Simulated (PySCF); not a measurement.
# Tl⁵⁹⁺: ionisation energy

Tl⁵⁹⁺ [Ar] 3d4 (5D) → Tl⁶⁰⁺ [Ar] 3d3 (4F), as a difference of total energies. Computed with PySCF 2.14 in an uncontracted even-tempered set (17 s from 16 bohr⁻², ratio 2.5; 13 p from 21 bohr⁻², ratio 2.5; 7 d from 21 bohr⁻², ratio 2.5; 4 f from 77 bohr⁻², ratio 2.7; 3 g from 120 bohr⁻², ratio 2.7), with scalar relativity by spin-free X2C-1e. Correlated levels: outer shells: [Ne] frozen; virtual orbitals above 40 to 60 times the deepest correlated orbital energy dropped. The calculations carry no spin-orbit coupling.

| method | ionisation energy (eV) |
| --- | --- |
| UHF | 6187.9 |
| LDA | 6185.9 |
| PBE | 6184.9 |
| PBE0 | 6186.1 |
| r2SCAN | 6185.0 |
| PW91 | 6185.4 |
| TPSS | 6183.2 |
| MP2 (outer shells) | 6188.2 |
| SCS-MP2 (outer shells) | 6187.7 |

Spin-orbit coupling is strong in these open shells (close to jj coupling). The scalar numbers leave it out and a first-order estimate fails, so it can dominate the gap to the real levels.

Breit and QED terms and the two-electron picture change are absent.

For comparison: 6241 ± 7 eV (theoretical estimate listed by NIST; NIST Atomic Spectra Database, ionization energies).
